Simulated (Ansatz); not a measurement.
Born–Oppenheimer molecular dynamics of a periodic cell of 17 atoms, TiSi₁₆ (host Si, host structure diamond, interstitial Ti). It goes on from the last frame of an earlier run, with new velocities.

All numbers below come from Ansatz, DFT PBE, scalar-relativistic, plane waves, PAW. Settings: accuracy low, PAW set soft_1, cutoff 420 eV, k mesh 2x2x2, fermi-dirac smearing 0.02 eV, no spin polarisation.

```
ensemble                      : NVE (velocity Verlet)
time step                     : 2 fs
steps asked                   : 270
starting velocities drawn for : 1680 K
seed                          : 38383
```

First frame:

```xyz
17
Lattice="0.0000 5.4300 5.4300 5.4300 0.0000 5.4300 5.4300 5.4300 0.0000" Properties=species:S:1:pos:R:3
Si 0.039 0.287 -0.155
Si 1.275 1.339 1.216
Si 2.931 2.580 0.066
Si 4.287 4.120 1.164
Si 2.751 0.028 2.778
Si 4.075 1.496 3.768
Si 5.830 2.743 2.786
Si 6.930 4.150 4.404
Si -0.012 2.984 2.646
Si 1.349 4.325 4.032
Si 2.900 5.210 2.579
Si 4.057 6.682 3.967
Si 2.636 2.688 5.294
Si 3.586 3.834 6.972
Si 5.185 5.175 5.873
Si 6.990 6.671 6.719
Ti 6.493 6.785 4.196
```

(1) What does the run give?

(2) What happens to the structure?

(3) How do temperature and energy run in time?

## Answers

(1) The run went to its last step.

```json
{"steps done": "270", "time covered": "540 fs", "mean temperature over the second half": "1292 K", "spread of the potential energy over the second half": "31.4 meV per atom", "mean potential energy of the second half above the start": "47.2 meV per atom"}
```

The conserved energy stayed within 0.45 meV per atom of its start (net change -0.18 meV per atom), so the integration is sound. A run of 0.54 ps of so small a system gives no equilibrium averages. Limits of this set-up: coarse k mesh, a small cell, in which the defect meets its images, low accuracy level.

(2) Mean squared displacements from the first frame to the last, about the centre of mass: Si 0.34 Å², Ti 0.08 Å². The details hang on the random start.

(3) 
| time (fs) | T (K) | potential energy less start (eV) | conserved less start (meV/atom) |
| --- | --- | --- | --- |
| 0 | 1680 | 0.000 | 0.00 |
| 44 | 1154 | 1.086 | -0.12 |
| 88 | 969 | 1.472 | 0.08 |
| 132 | 1535 | 0.296 | -0.25 |
| 176 | 1352 | 0.676 | -0.15 |
| 220 | 1613 | 0.133 | -0.27 |
| 264 | 1520 | 0.326 | -0.29 |
| 308 | 1510 | 0.349 | -0.19 |
| 352 | 1561 | 0.243 | -0.17 |
| 396 | 1624 | 0.113 | -0.22 |
| 440 | 1066 | 1.270 | 0.01 |
| 484 | 1216 | 0.958 | -0.13 |
| 528 | 1165 | 1.066 | 0.06 |

The run took 25 min on 1 thread of Arm Neoverse V1, with other jobs on the host, peak memory 0.73 GiB.
